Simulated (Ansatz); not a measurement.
BH6NOSi (`NB[SiH2]O`), relaxed with RKS PBE0-D4/def2-TZVP in Ansatz from a PBE-D4/def2-SVP geometry. The force threshold is 0.005 eV/Å; the program also tests the step.

Total charge 0; spin multiplicity 1.

Start:

```xyz
10

N     1.753    0.746    0.001
B     0.656    0.097   -0.569
Si   -1.135   -0.026    0.364
O    -1.715   -1.624    0.361
H     2.666    0.815   -0.454
H     1.731    1.197    0.919
H     0.820   -0.410   -1.669
H    -2.137    0.914   -0.284
H    -1.070    0.365    1.820
H    -1.569   -2.073   -0.489
```

(1) How much energy does the relaxation release, and in how many steps? (An estimate is asked.)

(2) Which bonds change most? (An estimate is asked.)

(3) Give the relaxed structure. (Best estimate.)

Answers

(1) Computed: 1.22 kcal/mol, in 10 steps.

(2) Computed: Si3–O4 from 1.700 to 1.661 Å; Si3–H8 from 1.518 to 1.498 Å; B2–H7 from 1.222 to 1.203 Å; Si3–H9 from 1.509 to 1.491 Å.

(3) Ansatz gave: 
```xyz
10

N     1.741    0.762    0.002
B     0.679    0.083   -0.574
Si   -1.107   -0.052    0.358
O    -1.710   -1.599    0.366
H     2.639    0.863   -0.443
H     1.696    1.199    0.908
H     0.867   -0.409   -1.655
H    -2.082    0.885   -0.287
H    -1.028    0.334    1.796
H    -1.694   -2.067   -0.470
```
